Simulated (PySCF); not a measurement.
Compound: SnCl₄.
Bonds: Sn1–Cl2, Sn1–Cl3, Sn1–Cl4, Sn1–Cl5.

Method: PBE0-D3(BJ)/def2-SVP geometry optimisation, gas phase, def2 core potentials past Kr in PySCF; density fitting, grid level 1; the optimiser is geomeTRIC in internal coordinates, started from a GFN2-xTB structure with every atom displaced at random (about 0.03 Å).

Step 0: E = -55894.8530 eV
```
atom  x, y, z in Å  |  force x, y, z in eV/Å
Sn1     0.0599   -0.0758    0.0114   -2.138   0.754   0.056
Cl2    -0.0061   -0.0315    2.3110    0.051  -0.070   0.234
Cl3     2.1208    0.0032   -0.8080    1.736  -0.088  -0.549
Cl4    -1.0003    1.9017   -0.7638    0.265  -0.613   0.230
Cl5    -1.0995   -1.9081   -0.8127    0.086   0.017   0.030
```

Task: Estimate the geometry and energy of step 1. (The exact step hangs on the optimiser's Hessian estimate; all steps are aligned on step 0, rigid shifts and turns removed.)

Result: E = -55894.9737 eV, largest force 0.207 eV/Å
```
atom  x, y, z in Å  |  force x, y, z in eV/Å
Sn1     0.0256   -0.0433    0.0010    0.054   0.105  -0.056
Cl2    -0.0129   -0.0354    2.3179    0.059  -0.044  -0.027
Cl3     2.1970   -0.0159   -0.8227   -0.139  -0.070   0.137
Cl4    -1.0268    1.8763   -0.7514   -0.025   0.040  -0.036
Cl5    -1.1082   -1.8923   -0.8070    0.051  -0.031  -0.017
```

The energy changes by -0.1206 eV. The first-order estimate −F·Δx gives -0.2520 eV and the mean of the old and new forces, exact on a quadratic surface, -0.1203 eV. The step makes an angle of 36° with the force vector and moves no atom by more than 0.080 Å.

What follows is the cost of the whole optimisation. On one thread, AMD EPYC 7R43 (x86_64), no GPU, shared host with 256 logical CPUs at a one-minute load of 114, this took 40 s of wall time and 0.41 GiB of memory at its peak.
